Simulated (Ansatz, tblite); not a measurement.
Forces on Mo₂P₂ at its r2SCAN-D4/def2-SVP geometry. Charge 0, multiplicity 1.

In the def2 sets Mo takes a core potential; there is no spin–orbit coupling. The xTB rows come from tblite. The restricted singlet is unstable towards broken spin symmetry at other levels; at ωB97M-V/def2-TZVP this wasn't settled. At PBE0-D4/def2-TZVP a triplet of charge 0 lies 0.50 eV below the restricted singlet, each at its own geometry. The structure comes from a short search, and lower isomers may exist.

GFN1-xTB (tblite), largest force 32.75 eV/Å:

```xyz
4
positions Å, forces eV/Å
Mo    0.670   -0.782   -0.230   22.339  -23.269   -5.675
Mo   -0.670    0.782    0.230  -22.339   23.269    5.675
P    -1.112   -1.217   -1.411   -2.303   -0.825   -1.714
P     1.111    1.217    1.412    2.303    0.825    1.714
```

GFN2-xTB (tblite), largest force 22.69 eV/Å:

```
Mo 15.941 -15.773 -3.458
Mo -15.941 15.774 3.458
P -1.486 0.084 -0.666
P 1.486 -0.084 0.667
```

ωB97M-V/def2-TZVP (Ansatz), largest force 1.15 eV/Å:

```
Mo -1.033 0.403 -0.218
Mo 1.033 -0.403 0.218
P 0.817 0.410 0.692
P -0.817 -0.410 -0.692
```
